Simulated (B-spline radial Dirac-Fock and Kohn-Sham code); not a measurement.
# Kohn-Sham estimates against Dirac-Fock for the levels of Ir⁶⁺

System: the Ir⁶⁺ ion in the configuration [Xe] 4f14 5d3.

The density-functional columns are spherical, spin-unpolarised Dirac-Kohn-Sham results without Breit or QED terms: −ε is minus the orbital energy of the initial state and ΔSCF the difference of two total energies. The reference in the last column comes from Dirac-Fock energy differences between relaxed states, corrected for Breit and QED terms. All numbers are from a radial finite-basis atomic code, in eV; a selection of levels is shown. For the 1s level of heavy atoms much of the gap between ΔSCF and the reference is the Breit and QED part, -399.1 eV here; for other levels the error of the functional can be larger.

```csv
level,LDA −ε,LDA ΔSCF,PBE −ε,PBE ΔSCF,Dirac-Fock
1s,76004.1,76593.5,76065.9,76657.4,76206.0
2s,13356.8,13467.9,13365.8,13476.6,13524.9
2p1/2,12806.3,12949.0,12810.4,12953.0,12923.7
2p3/2,11180.5,11301.8,11182.9,11304.1,11314.5
3s,3186.5,3221.0,3188.9,3223.3,3277.8
3p1/2,2938.4,2975.3,2939.3,2976.2,3011.2
3p3/2,2582.5,2616.0,2582.9,2616.3,2654.7
3d3/2,2165.2,2205.0,2164.9,2204.8,2215.2
3d5/2,2088.2,2126.8,2087.9,2126.5,2139.6
4s,743.6,761.1,744.7,762.2,794.8
4p1/2,638.8,656.1,639.3,656.6,681.9
4p3/2,554.3,571.0,554.9,571.6,597.3
4d3/2,381.7,398.1,381.7,398.1,412.0
4d5/2,366.0,382.2,366.1,382.2,396.3
4f5/2,146.0,161.4,145.6,161.0,159.0
4f7/2,142.9,158.2,142.5,157.7,156.0
5s,178.1,188.6,177.7,188.2,193.3
5p1/2,144.2,154.2,143.8,153.7,153.9
5p3/2,129.5,138.9,129.2,138.6,139.1
5d,80.53,88.48,80.17,88.12,87.02
```

Question: Order the estimates of the K (1s) level by their distance from the Dirac-Fock value, nearest first.
A. PBE −ε
B. PBE ΔSCF
C. LDA −ε
D. LDA ΔSCF

Answer: A (140.0 eV), C (201.9 eV), D (387.5 eV), B (451.4 eV).

An eigenvalue near the reference for a deep level is a cancellation of errors: it lacks relaxation, carries self-interaction and omits Breit and QED terms.

Values without a named source are computed, but for edge energies of neutral atoms, which are taken from tables.
